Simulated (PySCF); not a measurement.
Si(Cl)2(OH)(SH) (Cl₂H₂OSSi), SMILES O[Si](S)(Cl)Cl. Geometry optimised at PBE-D3(BJ)/def2-SVP. This is a generated structure with no PubChem entry under its InChIKey; it may be hypothetical. The values are those of a single conformer.

The numbers are results of PySCF with PBE-D3(BJ)/def2-SVP, not measurements.

Harmonic wavenumbers (cm⁻¹): 106, 131, 177, 213, 218, 251, 297, 429, 575, 589, 728, 810, 914, 2610, 3740. Rotational constants (GHz): 1.810, 1.693, 1.248; symmetry number 1.

### Question
Work out the zero-point energy and the ideal-gas rigid-rotor harmonic-oscillator thermochemistry at 298.15 K and 1 atm.

### Answer
ZPE = ½ Σ hcν = ½ × 11788 cm⁻¹ = 70.51 kJ/mol. H − E(el) = 93.11 kJ/mol. Entropy in J/(mol K): translation 171.16, rotation 120.59, vibration 76.16, total 367.90. G − E(el) = -16.59 kJ/mol. Cp = 109.63 J/(mol K). Modes under 150 cm⁻¹ make the vibrational entropy uncertain.
